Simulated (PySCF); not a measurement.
Spinor energies of Cd³⁺ (cadmium, charge +3)

Start: [Kr] 4d9; 4d3/2 filled at m_j = -3/2, -1/2, +1/2, +3/2; 4d5/2 filled at m_j = -3/2, -1/2, +1/2, +3/2, +5/2. Calculated with PySCF 2.14 in x2c-TZVPall-2c: generalised Hartree-Fock with the X2C-1e Hamiltonian and a Gaussian nucleus; one run each with spin-orbit coupling (SO) switched off, then screened by Boettger's factors.

```
spinor shell  electrons  ε, spin-free (eV)  ε, screened SO (eV)  weight of nominal j (screened SO)  rms radius, screened SO (bohr)
       1s1/2          2           -26882.3             -26880.1                              1.000                          0.0348
       2s1/2          2            -4110.1              -4109.4                              1.000                           0.142
       2p1/2          2            -3684.6              -3817.9                              1.000                           0.124
       2p3/2          4            -3684.6              -3623.2                              1.000                           0.128
       3s1/2          2            -833.37              -833.17                              1.000                           0.381
       3p1/2          2            -690.35              -714.97                              1.000                           0.375
       3p3/2          4            -690.35              -678.92                              1.000                           0.386
       3d3/2          4            -467.05              -471.43                              0.999                           0.362
       3d5/2          6            -467.05              -463.92                              0.999                           0.365
       4s1/2          2            -164.13              -164.08                              1.000                           0.938
       4p1/2          2            -119.59              -124.64                              0.987                            1.00
       4p3/2          4            -119.59              -117.19                              0.994                            1.03
       4d3/2          4            -54.106              -54.851                              0.916                            1.28
       4d5/2          5            -54.106              -53.526                              0.933                            1.30
```

```csv
quantity,spin-free,screened SO
E (hartree),-5588.60929,-5589.74497
M_J,5/2,5/2
⟨J²⟩,8.754,8.754
⟨L²⟩,6.003,6.018
⟨S²⟩,0.751,0.765
```

Each row is a mean over spinors that exchange with the open shell spreads, by up to 5.960 eV (4p3/2).

Breit and QED terms are absent; they matter most for the inner s and p1/2 levels.

Densities and radii are taken from the X2C orbitals without a picture-change correction, which distorts them close to the nucleus.

Without spin-orbit coupling the j labels of p, d and f shells carry no meaning; the spin-free column gives the mean over the occupied spinors of each nl shell.
